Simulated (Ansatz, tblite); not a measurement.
Cost and result up the ladder for the cluster PdCl2 (3 atoms). Charge 0, multiplicity 1. Geometry: r2SCAN-D4/def2-TZVP.

```csv
atom,x (Å),y (Å),z (Å)
Pd1,-0.594,0.617,0.346
Cl2,0.849,0.831,-1.256
Cl3,-0.255,-1.448,0.910
```

Ansatz on 4 threads of Arm Neoverse V1 on a shared host; xTB runs through tblite on one thread. Times are rough, summed over both states, and most runs start from the orbitals of an earlier one. RPA@PBE/def2-TZVP serves as the yardstick here, not as an exact answer. The other state is a triplet at its own geometry.

In the def2 sets Pd takes a core potential; there is no spin–orbit coupling. The xTB rows come from tblite. Correlated methods freeze 10 core orbitals; core or outer-core shells of Pd are correlated, in sets that lack core-valence functions. The structure comes from a short search, and lower isomers may exist.

Run but left out: HF/STO-3G, B2PLYP/def2-TZVP (singlet: restricted singlet, unstable in another Hartree–Fock run and untested here); HF/def2-TZVP, HF/def2-TZVPP, MP2/def2-TZVP, MP2/def2-TZVPP, CCSD/def2-TZVPP, CCSD(T)/def2-TZVPP (singlet: restricted singlet, unstable towards broken spin symmetry).

Correlated methods converge slowly with the basis.

xTB has no spin-polarisation term.

| level | functions | triplet − singlet (eV) | difference from RPA@PBE/def2-TZVP (eV) | remarks |
| --- | --- | --- | --- | --- |
| RPA@PBE/def2-TZVP | 114 | -0.09 | 0.00 | test for broken spin undecided (singlet) |
| GFN1-xTB | 27 | 0.62 | 0.71 | – |
| BLYP-D4/def2-TZVP | 114 | -0.24 | -0.14 | – |
| GFN2-xTB | 27 | 0.43 | 0.53 | – |

**Question.** Estimate how long each takes.

**Answer.** GFN1-xTB 0.004 s; GFN2-xTB 0.005 s; BLYP-D4/def2-TZVP 5.3 s; RPA@PBE/def2-TZVP 5.9 s. On shared hardware such times vary by a factor of up to 3.
